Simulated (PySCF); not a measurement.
CHAlClNO₂.

```xyz
7

Al    -0.4158    -0.5670     0.0000
Cl     1.1816    -1.8973     0.0000
N     -0.1040     1.1687     0.0000
C      0.1794     2.3363     0.0000
O      0.4449     3.4722     0.0000
O     -1.9740    -1.2048     0.0000
H     -2.7967    -0.7142     0.0000
```
Charge 0, spin multiplicity 1.

The structure is a stationary point at PBE0-D3(BJ)/def2-SVP. One conformer was computed; it need not be the lowest.

All values below come from PBE/pcSseg-1 in PySCF. Non-relativistic, no solvent.

Computed absolute GIAO shielding of each atom: isotropic value and principal components (ppm):
```
atom  σ(iso)    σ11    σ22     σ33   span
----  ------  -----  -----  ------  -----
Al1    452.3  393.1  450.9   512.8  119.7
Cl2    984.7  915.3  938.0  1100.8  185.5
N3     215.3  148.9  155.1   341.8  192.9
C4      58.8  -54.0  -51.4   281.8  335.7
O5     191.9   84.0   99.2   392.4  308.4
O6     289.6  244.6  289.8   334.5   89.9
H7      29.1   21.6   23.0    42.7   21.1
```
